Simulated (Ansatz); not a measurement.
C3H4Si, SMILES `C#C[SiH]=C` (charge 0, multiplicity 1).

Computed with LDA/cc-pVTZ // B3LYP-D3(BJ)/def2-TZVP (Ansatz, a quantum-chemistry and plane-wave program).

Ansatz 0.2 input:
```yaml
crystal:
  periodic: [false, false, false]
  atoms:
    - { symbol: C, position_ang: [2.149794, -0.949534, 0.692451] }
    - { symbol: C, position_ang: [1.202587, -0.288867, 0.341235] }
    - { symbol: Si, position_ang: [-0.188103, 0.72744, -0.18361] }
    - { symbol: C, position_ang: [-1.749282, 0.105353, -0.43599] }
    - { symbol: H, position_ang: [2.981131, -1.536839, 1.00217] }
    - { symbol: H, position_ang: [0.159256, 2.142225, -0.37141] }
    - { symbol: H, position_ang: [-1.988499, -0.939811, -0.293074] }
    - { symbol: H, position_ang: [-2.566882, 0.740034, -0.751773] }
basis:
  gaussian: { orbitals: cc-pVTZ }
hamiltonian:
  xc: lda
```

Output:

```
Functional definition: SPW92
1007 factors; their error is unknown
mean field evaluation 1: about -10972.3061 eV, gradient 8.7e1 eV
mean field evaluation 2: about -10931.6892 eV, gradient 1.3e2 eV
mean field evaluation 4: about -10987.6171 eV, gradient 3.0e1 eV
mean field evaluation 8: about -10990.5387 eV, gradient 2.0e-1 eV
mean field evaluation 16: about -10990.5055 eV, gradient 2.5e-4 eV
mean field -10990.50552698 eV, -403.8936284842 hartree, gradient 1.7e-5 eV, S^2 0.000000; 0 other end points of the search recorded, 0 dependent functions left out
reference -10990.50556259 eV, -403.8936297931 hartree; 18, 18 occupied and 162, 162 virtual orbitals, 1007 factors
Total energy: -10990.50556259 eV, -403.8936297931 hartree
```
